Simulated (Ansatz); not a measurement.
The cluster K₂Na₆⁺, relaxed as a doublet with UKS PBE0/def2-SVP in Ansatz, starting from the GFN1-xTB geometry. Force threshold 0.02 eV/Å.

Another isomer (doublet) lies 0.07 eV lower at PBE0/def2-TZVP; other spin states weren't run for this one.

Start:

```xyz
8

Na   -1.674    0.060   -0.977
Na   -2.560   -0.407   -1.705
Na   -0.432    1.170   -0.261
Na    1.077   -3.304   -0.158
Na   -0.044   -1.066    2.734
Na    0.461    2.889   -0.451
K     0.060   -0.580    0.545
K     3.112    1.238    0.273
```

Task: Estimate the energy that the relaxation releases and the steps that it takes.

Result: 555.5 kcal/mol, in 42 steps; 6.3 min on 4 threads of Arm Neoverse V1 on a shared host. The force fell under the threshold at step 37, but the optimiser went on and released 0.049 eV more. No frequencies were taken in this run, so the end may be a saddle point.

Task: Does the start keep its bonding and symmetry?

Result: Bonds lost: Na1–Na3, Na2–Na3, Na3–K7, Na3–K8 (atoms count from 1). Bonds formed: Na2–Na5, Na4–K8, Na5–Na6 (atoms count from 1). Metal–metal contacts that move far: Na1–K7 2.39 to 4.36 Å, K7–K8 3.56 to 5.11 Å, Na5–K8 4.62 to 3.85 Å, Na1–Na5 4.21 to 3.44 Å.

Task: Predict the relaxed structure.

Result: 
Cartesian coordinates in Å:
```
Na -2.606 1.299 -1.061
Na -2.521 -2.296 -0.872
Na -0.716 2.630 2.488
Na 1.186 -3.305 0.486
Na -0.373 -0.351 0.964
Na 0.823 2.631 -0.687
K 0.807 -0.785 -2.810
K 3.401 0.178 1.491
```
Bond lengths (bridged metal pairs left out): 8 × Na–Na 3.37 to 3.70 Å; 8 × K–Na 3.85 to 4.36 Å.
